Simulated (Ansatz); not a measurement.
System: CH2Br, charge 0, doublet. CH2Br (SMILES [CH2]Br, doublet).
B3LYP-D3(BJ)/def2-TZVP minimum from Ansatz (a program for electronic structure):
```xyz
4

C     -1.4125    -0.4603     0.0643
Br     0.3501     0.1141    -0.0159
H     -1.8885    -0.4830     1.0293
H     -1.8881    -0.7477    -0.8575
```
Charge 0, spin multiplicity 2.

Total energies in cc-pVDZ, 13 correlated electrons, 15 frozen orbitals. Radicals and triplets start from unrestricted determinants; spin-orbit coupling is neglected. Cores are frozen in correlated methods (noble-gas shells, and filled d and f shells in the p block). No relativity. Spin-orbit terms, left out, reach several kcal/mol for Br and I, and more for heavier atoms.

```json
[
 {"method": "HF", "program": "Ansatz", "energy (Eh)": "-2611.36786", "minus CCSDTQ (mEh)": "269.73"},
 {"method": "MP2", "program": "Ansatz", "energy (Eh)": "-2611.60179", "minus CCSDTQ (mEh)": "35.80"},
 {"method": "CCSD", "program": "Ansatz", "energy (Eh)": "-2611.63024", "minus CCSDTQ (mEh)": "7.35"},
 {"method": "CCSD(T)", "program": "Ansatz", "energy (Eh)": "-2611.63646", "minus CCSDTQ (mEh)": "1.13"},
 {"method": "CCSDT(Q)", "program": "Ansatz", "energy (Eh)": "-2611.63762", "minus CCSDTQ (mEh)": "-0.02"},
 {"method": "CCSDTQ", "program": "Ansatz", "energy (Eh)": "-2611.63759", "minus CCSDTQ (mEh)": "0.00"}
]
```

Rough core times of Ansatz's runs on a shared machine: CCSD(T) under 20 s, CCSDT(Q) 40 s, CCSDTQ 70 min.
